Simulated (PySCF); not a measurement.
**How methods differ on the excitation energy of S**

S [Ne] 3s2 3p4 (3P) → S [Ne] 3s1 3p4 3d1 (high-spin determinant), as a difference of total energies. Computed with PySCF 2.14 in dyall-av3z (19s12p3d2f, 84 functions), with no relativity, point nucleus. Correlated levels: valence: [Ne] frozen; virtual orbitals above 40 to 60 times the deepest correlated orbital energy dropped. The calculations carry no spin-orbit coupling.

```json
{"method": "UHF", "excitation energy (eV)": "18.554"}
{"method": "LDA", "excitation energy (eV)": "19.115"}
{"method": "PBE", "excitation energy (eV)": "18.850"}
{"method": "PBE0", "excitation energy (eV)": "19.056"}
{"method": "r2SCAN", "excitation energy (eV)": "18.645"}
{"method": "BHandHLYP", "excitation energy (eV)": "19.577"}
{"method": "TPSSh", "excitation energy (eV)": "19.027"}
{"method": "BLYP", "excitation energy (eV)": "19.096"}
{"method": "B2PLYP", "excitation energy (eV)": "19.327"}
{"method": "MP2 (valence)", "excitation energy (eV)": "19.089"}
{"method": "SCS-MP2 (valence)", "excitation energy (eV)": "19.271"}
```

Problem. How much does correlation contribute at MP2 (valence)?

Solution. 19.089 − (18.554) = 0.535 eV, measured against UHF.

The upper state lies above the first ionisation limit, where it may autoionise and the basis confines it.

The promoted electron is Rydberg-like, and one or two diffuse shells describe it only roughly, which tends to raise the upper state.

In the upper state the promoted electron has a positive orbital energy at LDA, PBE, PBE0, r2SCAN, BHandHLYP, TPSSh, BLYP, so the basis confines it.

The determinant of the upper state mixes LS terms, which raises its energy above the lowest term, most at the Hartree-Fock and MP2 levels.
